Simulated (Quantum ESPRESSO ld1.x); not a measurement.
Question: Ar III, 16 electrons, occupied as [Ne] 3s2 3p4 (the NIST ground configuration). Method: scalar-relativistic Kohn-Sham, relativistic LDA (MacDonald-Vosko exchange, VWN5 correlation), spin-unpolarised, spherical densities, point nucleus; computed with ld1.x of Quantum ESPRESSO 7.5. Some entries of the table are withheld. Estimate them.

orbital  occ.  eigenvalue (eV)  <r^2> (bohr^2)
1s          2              (1)             (2)
2s          2         -325.537             (3)
2p          6         -259.820             (4)
3s          2         -50.4320           2.040
3p          4         -35.4960           2.519
3d          0         -14.8870           4.827
4s          0         -13.1194             (5)

Answer: 
(1) 1s eigenvalue (eV): -3135.40
(2) 1s <r^2> (bohr^2): 0.009958
(3) 2s <r^2> (bohr^2): 0.2050
(4) 2p <r^2> (bohr^2): 0.1767
(5) 4s <r^2> (bohr^2): 13.80
